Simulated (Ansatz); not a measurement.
H$_{4}$ClInN$_{2}$, SMILES `[Cl][In]([NH2])[NH2]` with one electron removed (charge 1, multiplicity 2), frozen-core CCSD(T)/def2-TZVPP // B3LYP-D3(BJ)/def2-TZVP run with Ansatz (an electronic-structure program). The calculation was stopped at its time limit.

Ansatz 0.2 input:
```yaml
crystal:
  periodic: [false, false, false]
  atoms:
    - { symbol: N, position_ang: [1.841984, -0.281634, -0.268262] }
    - { symbol: In, position_ang: [-0.044342, 0.426874, -0.049864] }
    - { symbol: N, position_ang: [-1.752374, -0.580707, 0.368866] }
    - { symbol: Cl, position_ang: [-0.286288, 2.75616, -0.321596] }
    - { symbol: H, position_ang: [2.069921, -1.106471, 0.27141] }
    - { symbol: H, position_ang: [2.56058, 0.416002, -0.123963] }
    - { symbol: H, position_ang: [-1.795544, -1.535366, 0.036718] }
    - { symbol: H, position_ang: [-2.593936, -0.094857, 0.086692] }
basis:
  gaussian: { orbitals: def2-TZVPP }
correlation:
  method: ccsd_t
total_charge: 1
magnetization:
  spin_polarized: true
  initial_magnetization: 1
```

The last lines of the output:

```
mean field evaluation 128: about -20672.5974 eV, gradient 7.2e-1 eV
mean field evaluation 160: about -20674.2448 eV, gradient 2.3e-1 eV
mean field evaluation 192: about -20672.6492 eV, gradient 2.4e0 eV
mean field evaluation 224: about -20672.6873 eV, gradient 1.5e-1 eV
mean field evaluation 256: about -20670.8964 eV, gradient 6.4e0 eV
mean field evaluation 288: about -20672.5873 eV, gradient 2.8e-1 eV
mean field evaluation 320: about -20673.3454 eV, gradient 1.4e-2 eV
mean field evaluation 352: about -20670.7914 eV, gradient 3.1e-1 eV
mean field evaluation 384: about -20670.8388 eV, gradient 4.7e-1 eV
mean field evaluation 416: about -20671.0685 eV, gradient 2.8e-4 eV
mean field evaluation 448: about -20668.3784 eV, gradient 7.4e0 eV
mean field evaluation 480: about -20671.5455 eV, gradient 1.9e0 eV
mean field evaluation 512: about -20672.5873 eV, gradient 2.4e-1 eV
mean field evaluation 544: about -20672.6416 eV, gradient 8.8e-3 eV
mean field -20674.24812466 eV, -759.7646050724 hartree, gradient 2.3e-6 eV, S^2 0.759914; 17 other end points of the search recorded, 0 dependent functions left out
determinant -20674.24812466 eV, -759.7646050724 hartree, with singles and doubles -20698.30870977 eV, -760.6488152665 hartree
determinant -20673.44311422 eV, -759.7350214847 hartree, with singles and doubles -20698.17038903 eV, -760.6437320731 hartree
determinant -20673.34543752 eV, -759.7314319320 hartree, with singles and doubles -20697.82191366 eV, -760.6309258395 hartree
determinant -20672.68745582 eV, -759.7072515504 hartree, with singles and doubles -20697.14071934 eV, -760.6058924098 hartree
determinant -20672.64163708 eV, -759.7055677429 hartree, with singles and doubles -20697.33837098 eV, -760.6131559736 hartree
determinant -20672.56941146 eV, -759.7029135002 hartree, with singles and doubles -20696.97640271 eV, -760.5998538850 hartree
determinant -20672.56488804 eV, -759.7027472677 hartree, with singles and doubles -20697.54006331 eV, -760.6205680301 hartree
determinant -20671.48206831 eV, -759.6629543765 hartree, with singles and doubles -20696.61937807 eV, -760.5867334715 hartree
determinant -20671.06848407 eV, -759.6477554360 hartree, with singles and doubles -20696.24417432 eV, -760.5729449881 hartree
determinant -20674.24812466 eV, -759.7646050724 hartree, with singles and doubles -20698.18123667 eV, -760.6441307164 hartree
determinant -20673.44311422 eV, -759.7350214847 hartree, with singles and doubles -20698.04429346 eV, -760.6390981462 hartree
```
